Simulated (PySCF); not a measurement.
Species: C4H3F5O.
Numbering: `[F:1][C@@H:2]1[CH2:3][C@:4]1([F:5])[O:6][C:7]([F:8])([F:9])[F:10]` (hydrogens: H11 on C2; H12, H13 on C3)

The same species was optimised twice, with GFN2-xTB and with PBE0-D3(BJ)/def2-SVP (PySCF), and the same property calculations (PySCF, gas phase) were run on both structures.

```json
{"coordinate": "O6–C7 (Å)", "GFN2-xTB": "1.342", "PBE0-D3(BJ)/def2-SVP": "1.361", "change": "+0.019"}
{"coordinate": "C4–O6 (Å)", "GFN2-xTB": "1.387", "PBE0-D3(BJ)/def2-SVP": "1.373", "change": "-0.014"}
{"coordinate": "C2–C4 (Å)", "GFN2-xTB": "1.501", "PBE0-D3(BJ)/def2-SVP": "1.488", "change": "-0.013"}
{"coordinate": "C4–F5 (Å)", "GFN2-xTB": "1.358", "PBE0-D3(BJ)/def2-SVP": "1.346", "change": "-0.012"}
{"coordinate": "C3–C4 (Å)", "GFN2-xTB": "1.493", "PBE0-D3(BJ)/def2-SVP": "1.484", "change": "-0.009"}
{"coordinate": "C7–F8 (Å)", "GFN2-xTB": "1.335", "PBE0-D3(BJ)/def2-SVP": "1.326", "change": "-0.009"}
{"coordinate": "C7–F10 (Å)", "GFN2-xTB": "1.334", "PBE0-D3(BJ)/def2-SVP": "1.327", "change": "-0.007"}
{"coordinate": "C7–F9 (Å)", "GFN2-xTB": "1.324", "PBE0-D3(BJ)/def2-SVP": "1.318", "change": "-0.006"}
{"coordinate": "F1–C2 (Å)", "GFN2-xTB": "1.352", "PBE0-D3(BJ)/def2-SVP": "1.346", "change": "-0.006"}
{"coordinate": "C2–C3 (Å)", "GFN2-xTB": "1.506", "PBE0-D3(BJ)/def2-SVP": "1.510", "change": "+0.004"}
{"coordinate": "C2–C4–O6 (°)", "GFN2-xTB": "122.0", "PBE0-D3(BJ)/def2-SVP": "119.9", "change": "-2.1"}
{"coordinate": "C3–C4–O6 (°)", "GFN2-xTB": "118.4", "PBE0-D3(BJ)/def2-SVP": "116.4", "change": "-2.0"}
{"coordinate": "O6–C7–F8 (°)", "GFN2-xTB": "112.8", "PBE0-D3(BJ)/def2-SVP": "111.2", "change": "-1.6"}
{"coordinate": "F8–C7–F9 (°)", "GFN2-xTB": "107.1", "PBE0-D3(BJ)/def2-SVP": "108.6", "change": "+1.5"}
{"coordinate": "F8–C7–F10 (°)", "GFN2-xTB": "106.3", "PBE0-D3(BJ)/def2-SVP": "107.7", "change": "+1.4"}
{"coordinate": "C4–O6–C7 (°)", "GFN2-xTB": "117.3", "PBE0-D3(BJ)/def2-SVP": "118.6", "change": "+1.3"}
{"coordinate": "F9–C7–F10 (°)", "GFN2-xTB": "107.9", "PBE0-D3(BJ)/def2-SVP": "109.2", "change": "+1.3"}
{"coordinate": "O6–C7–F9 (°)", "GFN2-xTB": "108.7", "PBE0-D3(BJ)/def2-SVP": "107.5", "change": "-1.2"}
{"coordinate": "C3–C4–O6–C7 (°)", "GFN2-xTB": "-155", "PBE0-D3(BJ)/def2-SVP": "-151", "change": "+4"}
{"coordinate": "C4–O6–C7–F8 (°)", "GFN2-xTB": "-82", "PBE0-D3(BJ)/def2-SVP": "-85", "change": "-3"}
```

Rotational constants: A = 2153, B = 1094, C = 901.7 MHz (GFN2-xTB) against A = 2130, B = 1123, C = 918.3 MHz (PBE0-D3(BJ)/def2-SVP). Point groups within 0.08 Å: C1 and C1.

On the GFN2-xTB structure: isotropic polarisability (au) 54.0 [CAM-B3LYP/def2-SVPD]; HOMO (eV) -10.32 [CAM-B3LYP/def2-SVPD]; LUMO (eV) 1.16 [CAM-B3LYP/def2-SVPD]; dipole (D) 3.18 [CAM-B3LYP/def2-SVPD]; HOMO (eV) -8.70 [PBE0/pcSseg-1]; LUMO (eV) 0.84 [PBE0/pcSseg-1]; dipole (D) 2.99 [PBE0/pcSseg-1]; GIAO shielding of F1 (ppm) 407.6 [PBE0/pcSseg-1]; GIAO shielding of C2 (ppm) 111.0 [PBE0/pcSseg-1]; GIAO shielding of C3 (ppm) 166.1 [PBE0/pcSseg-1]; GIAO shielding of C4 (ppm) 83.7 [PBE0/pcSseg-1]; GIAO shielding of F5 (ppm) 331.0 [PBE0/pcSseg-1]; GIAO shielding of O6 (ppm) 187.2 [PBE0/pcSseg-1]; GIAO shielding of C7 (ppm) 55.6 [PBE0/pcSseg-1]; GIAO shielding of F8/F9/F10 (mean) (ppm) 243.1 [PBE0/pcSseg-1].

Q: What do these properties become on the PBE0-D3(BJ)/def2-SVP structure?

A: 
| property | level | on GFN2-xTB | on PBE0-D3(BJ)/def2-SVP | change |
| --- | --- | --- | --- | --- |
| isotropic polarisability (au) | CAM-B3LYP/def2-SVPD | 54.0 | 54.0 | 0.0 |
| HOMO (eV) | CAM-B3LYP/def2-SVPD | -10.32 | -10.24 | +0.08 |
| LUMO (eV) | CAM-B3LYP/def2-SVPD | 1.16 | 1.20 | +0.04 |
| dipole (D) | CAM-B3LYP/def2-SVPD | 3.18 | 2.81 | -0.37 |
| energy, GFN2-xTB geometry as zero (kcal/mol) | CAM-B3LYP/def2-SVPD | 0.0 | -0.7 | -0.7 |
| HOMO (eV) | PBE0/pcSseg-1 | -8.70 | -8.62 | +0.08 |
| LUMO (eV) | PBE0/pcSseg-1 | 0.84 | 1.00 | +0.16 |
| dipole (D) | PBE0/pcSseg-1 | 2.99 | 2.61 | -0.38 |
| energy, GFN2-xTB geometry as zero (kcal/mol) | PBE0/pcSseg-1 | 0.0 | -0.8 | -0.8 |
| GIAO shielding of F1 (ppm) | PBE0/pcSseg-1 | 407.6 | 408.2 | +0.6 |
| GIAO shielding of C2 (ppm) | PBE0/pcSseg-1 | 111.0 | 112.0 | +1.0 |
| GIAO shielding of C3 (ppm) | PBE0/pcSseg-1 | 166.1 | 164.6 | -1.5 |
| GIAO shielding of C4 (ppm) | PBE0/pcSseg-1 | 83.7 | 87.3 | +3.6 |
| GIAO shielding of F5 (ppm) | PBE0/pcSseg-1 | 331.0 | 335.8 | +4.8 |
| GIAO shielding of O6 (ppm) | PBE0/pcSseg-1 | 187.2 | 182.7 | -4.5 |
| GIAO shielding of C7 (ppm) | PBE0/pcSseg-1 | 55.6 | 56.1 | +0.5 |
| GIAO shielding of F8/F9/F10 (mean) (ppm) | PBE0/pcSseg-1 | 243.1 | 247.6 | +4.5 |

The heavy atoms differ by 0.053 Å rms after alignment. Among bonds between heavy atoms O6–C7 changes most (+0.019 Å). Changes are differences of the printed values. Neither structure is proved a minimum here.

The values belong to the conformer `[F:1][C@@H:2]1[CH2:3][C@:4]1([F:5])[O:6][C:7]([F:8])([F:9])[F:10]`: C3–C4–O6–C7 -151°, C4–O6–C7–F8 -85°.
